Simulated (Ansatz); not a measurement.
The same molecule with X = C, Si, Ge. Ansatz, PBE0-D4/def2-TZVP geometries, multiplicity 1.

Scalar relativity is left out up to krypton.

```tsv
X	molecule	mean X–Al bond length / Å	mean X–H bond length / Å	size of the dipole moment (ωB97M-V/def2-TZVPP) / D	HOMO energy (B3LYP/def2-TZVPP) / eV	LUMO energy (PBE/def2-TZVPP) / eV
C	`[CH3][AlH][Cl]`	1.938	1.094	1.81	-7.99	-1.90
Ge	`[Cl][AlH][GeH3]`	2.467	1.540	1.14	-7.59	-2.70
```

Problem. Give the row for X = Si, `[SiH3][AlH][Cl]`. (An estimate is asked.)

Solution. Ansatz gave: 
```csv
X,molecule,mean X–Al bond length / Å,mean X–H bond length / Å,size of the dipole moment (ωB97M-V/def2-TZVPP) / D,HOMO energy (B3LYP/def2-TZVPP) / eV,LUMO energy (PBE/def2-TZVPP) / eV
Si,`[SiH3][AlH][Cl]`,2.446,1.490,1.25,-7.61,-2.77
```

From C to Ge the mean X–Al bond length rises at each step, by 0.529 Å in all; the mean X–H bond length rises at each step, by 0.446 Å in all; the HOMO energy (B3LYP/def2-TZVPP) rises at each step, by 0.40 eV in all; the LUMO energy (PBE/def2-TZVPP) isn't monotonic: highest at C, lowest at Si. Bonds lengthen as the atom grows down the group. Dipoles are sizes alone, and their direction can turn along the series.

B3LYP here is the variant with VWN-RPA as its local correlation; programs differ in this.
